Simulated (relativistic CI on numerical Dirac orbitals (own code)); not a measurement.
## Ho⁶⁰⁺: sensitivity of the levels to the model

Base calculation: Dirac-Coulomb-Breit CI, KLI orbitals optimised for each configuration, a model potential for QED, unscaled Slater integrals.

Configuration list (outside the closed core 1s2): 2s²2p³, 2s2p⁴, 2p⁵, 2p⁴3s, 2p⁴3p, 2p⁴3d, 2s²2p²3s, 2s²2p²3p, 2s²2p²3d, 2s2p³3s, 2s2p³3p, 2s2p³3d, 2s²2p²4s, 2s²2p²4p, 2s²2p²4d, 2s²2p²4f. Levels of other configurations are missing.

The lowest level and the first level of each name with at least 55 % of one term (blank where a level has no safe partner in the second run):

| Level | Base (eV) | Shift (eV) |
| --- | --- | --- |
| 2s²2p³ ²P°3/2 | 0.00 | 0.00 |
| 2s²2p³ ⁴S°3/2 | 874.44 | -1.15 |
| 2s²2p³ ²D°5/2 | 897.26 | -1.15 |
| 2s²2p³ ²P°1/2 | 941.80 | -1.12 |
| 2s2p⁴ ⁴P5/2 | 1172.03 | +11.83 |
| 2s2p⁴ ²S1/2 | 1265.34 | +11.85 |
| 2s2p⁴ ⁴P3/2 | 2071.04 | +10.71 |
| 2s2p⁴ ²D5/2 | 2110.30 | +10.72 |
| 2s2p⁴ ²P1/2 | 2165.12 | +10.74 |
| 2p⁵ ²P°3/2 | 2504.20 | +23.53 |
| 2p⁵ ²P°1/2 | 3405.56 | +22.57 |
| 2s²2p²3s ⁴P3/2 | 8074.97 | -3.24 |
| 2s²2p²3s ²P1/2 | 8084.36 | -3.25 |
| 2s²2p²3s ²D5/2 | 8094.35 | -3.26 |

At this charge energies of transitions that change n are usually good to better than 1 %, and those within a shell (Δn = 0) to a few per cent.

(1) One thing was changed in a second run, which moved the levels as shown. Which?
A. QED terms removed
B. configuration mixing switched off
C. Breit term removed

## Answers

(1) A. QED terms removed. QED shifts follow the density of s (and p1/2) electrons at the nucleus, so configurations move by their count of such electrons; where none moves, the smaller shifts of p3/2 electrons and of j = l + 1/2 against j = l − 1/2 set the pattern.

LS names give the leading component of a level, which can be under half, so a name can repeat, a term be missing and a line seem to break the LS rules.
